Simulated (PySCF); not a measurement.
## Adding and removing an electron: NiO

PBE0; Ni def2-TZVPPD, O def2-TZVPPD; no relativity (PySCF 2.14). Neutral (UKS): triplet (π ↑↑), Re = 1.614 Å, ωe = 887 cm⁻¹, HOMO -6.72 eV, LUMO -3.01 eV.

NiO⁺ (UKS): quartet (σ ↑, π ↑↑), Re = 1.638 Å, ωe = 668 cm⁻¹. The energies at the minima are -1583.18724 hartree for NiO and -1582.85842 for NiO⁺.

(1) Work out the adiabatic ionisation energy, without and with harmonic zero-point energies (1 hartree = 27.2114 eV, 1 eV = 8065.5 cm⁻¹), and the change of the bond length.

NiO⁻ (UKS): quartet (σ ↑, π ↑↑), Re = 1.661 Å, ωe = 818 cm⁻¹. The energies at the minima are -1583.18724 hartree for NiO and -1583.23666 for NiO⁻.

(2) Work out the adiabatic electron affinity, without and with harmonic zero-point energies (1 hartree = 27.2114 eV, 1 eV = 8065.5 cm⁻¹), and the change of the bond length.

De is left out where the level can put another filling of the metal’s s and d shells below the measured ground configuration, by anything from nothing to about 1 eV. The highest Kohn–Sham level is positive in this anion. Much of that is self-interaction error, but it also means that the finite basis helps to hold the extra electron. The state is the lowest single determinant that the PBE0 search found; with open d or f shells the true ground state can be another one.

## Answers

(1) At PBE0: 0.32882 hartree = 8.948 eV between the minima; the zero-point term (668.0 − 887.0)/2 cm⁻¹ = -0.014 eV makes it 8.934 eV. Re changes by +2.4 pm against the neutral. The electron leaves a σ orbital; in so polar a molecule the change of length follows mostly from the change of the ionic charges.

(2) At PBE0: 0.04942 hartree = 1.345 eV between the minima; the zero-point term (887.0 − 818.0)/2 cm⁻¹ = +0.004 eV makes it 1.349 eV. Re changes by +4.7 pm against the neutral. The electron enters a σ orbital; in so polar a molecule the change of length follows mostly from the change of the ionic charges.
